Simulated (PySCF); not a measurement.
State search for GeSb

Unrestricted PBE0; Ge x2c-SVPall, Sb x2c-SVPall; spin-free X2C with a Gaussian nucleus (PySCF 2.14). Outer shells of the fragments: Ge 3d10 4s2 4p2; Sb 4d10 5s2 5p3.

Followed along the bond (rough minima from three points):

```json
{"2Ms+1": "2", "unpaired": "π ↑", "⟨S²⟩ at the start": "0.78", "R at minimum (Å)": "2.44", "Te (eV)": "0.00"}
{"2Ms+1": "2", "unpaired": "σ ↑", "⟨S²⟩ at the start": "0.84", "R at minimum (Å)": "2.33", "Te (eV)": "0.32"}
{"2Ms+1": "4", "unpaired": "σ ↑, π ↑↑", "⟨S²⟩ at the start": "3.76", "R at minimum (Å)": "2.57", "Te (eV)": "1.63"}
{"2Ms+1": "4", "unpaired": "π ↑↑↑", "⟨S²⟩ at the start": "3.76", "R at minimum (Å)": "none in the scan", "Te (eV)": "≤ 1.11"}
{"2Ms+1": "2", "unpaired": "π ↑↑↓", "⟨S²⟩ at the start": "1.76", "R at minimum (Å)": "none in the scan", "Te (eV)": "≤ 1.45"}
```

Solutions found at the starting distance of 2.525 Å, counted from the lowest of them; the search is not exhaustive and high or unbound solutions are not listed, so other states can lie among these:

| 2Ms+1 | unpaired | term | E (eV) | ⟨S²⟩ | ⟨Lz²⟩ | μ (D) |
| --- | --- | --- | --- | --- | --- | --- |
| 2 | π ↑ | ²Π | 0.00 | 0.78 | 1.00 | -0.50 |
| 2 | σ ↑ | ²Σ⁺ | 0.55 | 0.84 | 0.00 | -0.52 |
| 4 | π ↑↑↑ | ⁴Π | 1.24 | 3.76 | 1.00 | 0.50 |
| 2 | π ↑↑↓ | mixed | 1.59 | 1.76 | 3.02 | 0.48 |
| 4 | σ ↑, π ↑↑ | mixed | 1.60 | 3.76 | 2.01 | 0.07 |
| 2 | σ ↓, π ↑↑ | mixed | 2.03 | 1.77 | 2.01 | 0.14 |

A term symbol is given only where ⟨S²⟩ and ⟨Lz²⟩ are close to those of a pure state; real π, δ and φ orbitals otherwise mix terms. A positive dipole means Ge(−)Sb(+).

Compare the gap between the two lowest followed solutions at the starting distance with the gap between their minima.

At PBE0 the second solution (doublet, unpaired electrons σ ↑) lies +0.55 eV from the first (doublet, unpaired electrons π ↑) at 2.525 Å and +0.32 eV at the minima; the two curves relax by different amounts, since their minima lie near 2.33 and 2.44 Å.

Spin–orbit coupling is left out. Counting both spins, an empty level lies below a filled one in some of these solutions, because spin and occupation are held.
